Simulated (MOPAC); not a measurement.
MOPAC input (PM6):

```
PM6 PRECISE GNORM=0.05 LET XYZ CHARGE=1 GEO-OK AUX(PRECISION=9) THREADS=1
H5P2

P     1.05371992 1   -0.04559710 1    0.53336622 1
P    -0.95159722 1    0.07206098 1   -0.38132630 1
H     1.62055299 1    0.60298414 1   -0.59471627 1
H     1.23148554 1   -1.35161609 1    0.00682918 1
H    -1.85932400 1   -0.71480818 1    0.33747934 1
H    -1.44211500 1    1.38116975 1   -0.30757635 1
H    -1.08243994 1   -0.31468783 1   -1.72261470 1
```

From the last part of the output:

```
                                                       MOPAC v23.2.5 Linux

          FINAL HEAT OF FORMATION =        155.48419 KCAL/MOL =     650.54587 KJ/MOL

          COSMO AREA              =         96.40 SQUARE ANGSTROMS
          COSMO VOLUME            =         78.42 CUBIC ANGSTROMS

          GRADIENT NORM           =          0.00472          =       0.00178 PER ATOM
          IONIZATION POTENTIAL    =         15.074595 EV
          HOMO LUMO ENERGIES (EV) =        -15.075 -4.280
          NO. OF FILLED LEVELS    =          7
          MOLECULAR WEIGHT        =         66.9870         POINT GROUP:  Cs

          MOLECULAR DIMENSIONS (Angstroms)

            Atom       Atom       Distance
            H     5    H     3     4.06727
            H     4    H     6     3.80463
            H     7    P     1     2.51856

          SCF CALCULATIONS        =         18

   ATOM   CHEMICAL          X               Y               Z
  NUMBER   SYMBOL      (ANGSTROMS)     (ANGSTROMS)     (ANGSTROMS)

     1       P          1.04697764  *  -0.05711907  *   0.49156897  *
     2       P         -0.99266962  *   0.07937854  *  -0.38411754  *
     3       H          1.79648443  *   0.69155332  *  -0.51212141  *
     4       H          1.37296391  *  -1.43613158  *   0.14269376  *
     5       H         -1.89364589  *  -0.75666425  *   0.39798305  *
     6       H         -1.45281413  *   1.45798414  *  -0.28359602  *
     7       H         -1.08976550  *  -0.33039245  *  -1.77837952  *

                             CARTESIAN COORDINATES

   1    P        1.046977640    -0.057119074     0.491568973
   2    P       -0.992669617     0.079378540    -0.384117541
   3    H        1.796484429     0.691553323    -0.512121406
   4    H        1.372963909    -1.436131582     0.142693763
   5    H       -1.893645895    -0.756664252     0.397983051
   6    H       -1.452814130     1.457984144    -0.283596019
   7    H       -1.089765502    -0.330392449    -1.778379524

           Empirical Formula: H5 P2  =     7 atoms

      MOLECULAR POINT GROUP   :   Cs

                  EIGENVALUES
 -29.14408 -26.13088 -21.66829 -21.54679 -19.32025 -19.28027 -15.07460  -4.27972
  -2.38771  -2.28722  -2.25051  -0.86496  -0.73685 112.21105 112.30218 114.44624
 114.56650 115.75531 128.35102 129.63935 130.00670 131.37480 131.53729

              NET ATOMIC CHARGES AND DIPOLE CONTRIBUTIONS

  ATOM NO.   TYPE          CHARGE      No. of ELECS.   s-Pop       p-Pop       d-Pop
    1          P           0.112938        4.8871     1.66063     3.21021     0.01622
    2          P           0.386478        4.6135     1.34826     3.24254     0.02272
    3          H           0.071354        0.9286     0.92865
    4          H           0.071354        0.9286     0.92865
    5          H           0.125388        0.8746     0.87461
    6          H           0.125387        0.8746     0.87461
    7          H           0.107102        0.8929     0.89290
 DIPOLE           X         Y         Z       TOTAL
 POINT-CHG.    -2.794     0.091    -1.511     3.177
 HYBRID        -0.152    -0.493    -1.701     1.778
 SUM           -2.946    -0.402    -3.212     4.377

          ATOMIC ORBITAL ELECTRON POPULATIONS

     Atom    s        px        py        pz      x^2-y^2     xz        z^2       yz        xy
    1  P   1.66063   0.81057   1.06315   1.33649   0.00496   0.00434   0.00204   0.00231   0.00257
    2  P   1.34826   1.12002   1.06836   1.05416   0.00527   0.00487   0.00549   0.00218   0.00491
    3  H   0.92865
    4  H   0.92865
    5  H   0.87461
    6  H   0.87461
    7  H   0.89290

 **********************
 *                    *
 * JOB ENDED NORMALLY *
 *                    *
 **********************

 == MOPAC DONE ==
```

The dipole moment of an ion depends on the origin.

The geometry given is a B3LYP-D3(BJ)/def2-TZVP minimum.
